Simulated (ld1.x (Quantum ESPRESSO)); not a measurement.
W: variants of one TM potential

Base potential:

* Element: tungsten (W)
* Generator: ld1.x (Quantum ESPRESSO) 7.5
* Type: norm-conserving Troullier–Martins (Kleinman–Bylander form)
* Functional: Wu–Cohen
* Relativity: scalar-relativistic
* Frozen core: [Xe] 4f14
* Valence charge: 6
* Reference configuration: 5d4 6s2 6p0
* Partial waves: 6s (bound): rc 2.90 bohr; 6p (bound, empty): rc 3.80 bohr; 5d (bound): rc 1.75 bohr
* Local potential: the d channel
* Core correction: Bessel-smoothed model core inside 1.25 bohr

Cutoffs, loose and tight: the cutoffs (Ry, on a coarse ladder) from which the occupation-weighted sum of valence levels, in a spherical-Bessel basis at the reference potential, stays within 10 and 1 mRy of its value at 400 Ry. They do not see the model core or the augmentation charge, which bear on the density cutoff. Test errors are all-electron minus pseudo excitation energies from the reference, over the configurations 5d4 6s1 6p0; 5d4 6s0 6p0; 5d3 6s0 6p0; 5d4 6s1.5 6p0; 5d4 6s1 6p1; 5d2 6s0 6p0; 5d4 6s0 6p1. A dash means not determined; rows that change the core or the reference have their own tests. The largest error is taken over the tests solved by every variant that gives reliable tests at all: 5d2 6s0 6p0; 5d3 6s0 6p0; 5d4 6s0 6p0; 5d4 6s1 6p0; 5d4 6s1.5 6p0.

A true bound ghost makes a file unfit for plane-wave use even where its test errors are small: the radial tests pick states by their node count and pass the ghost by. Where a test does run into it, the solver fails or the error is huge.

```tsv
change	outcome	cutoff, loose	cutoff, tight	bound ghosts	largest test error (meV)
base	generated	30 Ry	35 Ry	s, p	-610
wave 6s (bound): rc 2.90 bohr becomes 6s (bound): rc 1.82 bohr	generated	40 Ry	100 Ry	s, p	-766
wave 6s (bound): rc 2.90 bohr becomes 6s (bound): rc 2.18 bohr	generated	30 Ry	40 Ry	s, p	-624
wave 6s (bound): rc 2.90 bohr becomes 6s (bound): rc 2.62 bohr	generated	30 Ry	35 Ry	s, p	-569
wave 6s (bound): rc 2.90 bohr becomes 6s (bound): rc 4.02 bohr	generated	30 Ry	35 Ry	s, p	-1398
```

**Question.** What comes out with this change to the base: wave 6s (bound): rc 2.90 bohr becomes 6s (bound): rc 3.34 bohr?

**Answer.** outcome: generated; cutoff, loose: 30 Ry; cutoff, tight: 35 Ry; bound ghosts: s, p; largest test error (meV): -772.

**Question.** What comes out with this change to the base: wave 6s (bound): rc 2.90 bohr becomes 6s (bound): rc 3.58 bohr?

**Answer.** outcome: generated; cutoff, loose: 30 Ry; cutoff, tight: 35 Ry; bound ghosts: s, p; largest test error (meV): -949.

**Question.** What comes out with this change to the base: wave 6s (bound): rc 2.90 bohr becomes 6s (bound): rc 4.32 bohr?

**Answer.** outcome: generated; cutoff, loose: 30 Ry; cutoff, tight: 35 Ry; bound ghosts: s, p; largest test error (meV): -1738.

Reading the sweep of the s radius (base included, trends over the rows without a ghost): Bound ghosts are found at 1.82, 2.18, 2.62, 2.9, 3.34, 3.58, 4.02, 4.32 bohr. Every judged row has one, so this setting neither creates nor removes them.
